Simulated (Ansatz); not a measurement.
**A cut through the energy surface**

GaH5O (SMILES [OH2+][GaH3-]), closed shell, at its PBE0-D4/def2-TZVP minimum:

```xyz
7
angstrom
O -0.2450 -1.2181 -0.1704
Ga 0.1575 0.9413 -0.1358
H -0.9529 -1.4043 0.4546
H 0.5316 -1.6937 0.1411
H 0.0820 1.2506 -1.6733
H -1.0847 1.2657 0.7856
H 1.5726 0.7905 0.5525
```

The dihedral angle H3–O1–Ga2–H5 (-128.7° at the minimum) is set to the values below, the two halves turning rigidly about the central bond. Each method's energies count from its own value at the PBE0-D4 minimum structure. Program: Ansatz 0.2.0. Basis: def2-TZVPP. Cores are frozen in the correlated methods. Filled d shells of the heavier atoms are correlated. The def2 sets are not built for correlating such inner shells, so the correlated values are less sure here. B3LYP uses VWN-RPA correlation.

CCSD(T) energies along the scan:
```csv
dihedral angle (°),CCSD(T) (kJ/mol)
-125.6,-0.01
-112.2,0.07
-98.9,0.34
-85.6,0.73
-72.2,1.15
-58.9,1.51
-45.6,1.76
-32.2,1.89
-18.9,1.91
```
They count from the CCSD(T) energy at the PBE0-D4 minimum.

Largest difference from the CCSD(T) curve over the scan: B3LYP-D4 0.02; wB97M-V 0.05; HF 0.35; MP2 0.10 kJ/mol. Each curve counts from its own value at the minimum.

T1 diagnostic: at most 0.013.

For scale, one of the runs: CCSD(T)/def2-TZVPP, 149 basis functions (an equivalent command: `ansatz run in.yaml --threads 2`). Hardware: 2 CPU threads, shared host. Wall time 20 s; peak host memory 0.95 GiB.
